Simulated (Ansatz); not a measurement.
A run for Ansatz (an electronic-structure program): R-CCSD(T)/def2-SVPD on HI (SMILES I) with ghost functions, monomers drawn apart or pushed together. Elements past Kr take the def2 small-core potentials; no spin–orbit coupling. The run froze 9 orbitals, filled d shells among them.

Ansatz 0.2 input:
```yaml
crystal:
  periodic: [false, false, false]
  atoms:
    - {symbol: I, position_ang: [1.00446790, -0.27774299, 5.07009630]}
    - {symbol: H, position_ang: [0.72675462, -0.25355647, 3.46059549]}
basis:
  gaussian:
    orbitals: def2-SVPD
    ghost_atoms:
      - {symbol: S, position_ang: [-0.09462111, 0.07228081, 0.10211770]}
      - {symbol: H, position_ang: [0.05622807, 1.40178412, 0.21974022]}
      - {symbol: H, position_ang: [-1.39045405, 0.12642748, 0.45124834]}
magnetization: {spin_polarized: false}
correlation: {method: ccsd_t, electrons: outside_noble_gas}
scf: {lower_state_search: off}
```

Program output:

```
WARN ansatz: RAYON_NUM_THREADS=1 ignored (pool sized by the plan → 1); use --threads N
Functional definition: HF
these checks for a lower state are left out or cut short: stability, starts, cluster_reference, orbital_swaps, neighbouring_geometries, increment
integrals: 0.08 GiB planned
831 factors; integrals over basis functions are off by at most 5.6e-4 eV
mean field: 0.14 GiB planned
mean field evaluation 1: about -8087.7480 eV, gradient 8.5e0 eV
mean field evaluation 2: about -8087.7489 eV, gradient 8.5e0 eV
mean field evaluation 4: about -8088.1130 eV, gradient 8.6e-1 eV
mean field evaluation 8: about -8088.1193 eV, gradient 7.9e-4 eV
mean field -8088.11934641 eV, -297.2329036562 hartree, gradient 2.4e-6 eV, S^2 0.000000; 0 other end points of the search recorded, 0 dependent functions left out
9 core orbitals not correlated
reference -8088.11934641 eV, -297.2329036562 hartree; 4, 4 occupied and 73, 73 virtual orbitals, 831 factors
second order -3.11164754 eV of doubles, -0.00000000 eV of singles
coupled cluster: 0.22 GiB planned
cycle   1  -3.43302984 eV  change   -3.2e-1 eV  update   4.4e-2
cycle   2  -3.53576960 eV  change   -1.0e-1 eV  update   1.5e-2
cycle   3  -3.54339806 eV  change   -7.6e-3 eV  update   3.4e-3
cycle   4  -3.54324577 eV  change    1.5e-4 eV  update   8.9e-4
cycle   5  -3.54306098 eV  change    1.8e-4 eV  update   2.4e-4
cycle   6  -3.54304870 eV  change    1.2e-5 eV  update   5.9e-5
cycle   7  -3.54305179 eV  change   -3.1e-6 eV  update   1.9e-5
cycle   8  -3.54305295 eV  change   -1.2e-6 eV  update   5.9e-6
perturbative correction -0.08029102 eV, -0.0029506404 hartree
Total energy: -8091.74269037 eV, -297.3660590908 hartree
Checks for a lower state left out: stability, starts, cluster_reference, orbital_swaps, neighbouring_geometries, increment
```

The run converged.

Cost: about 1.8 core-seconds (a rough figure).
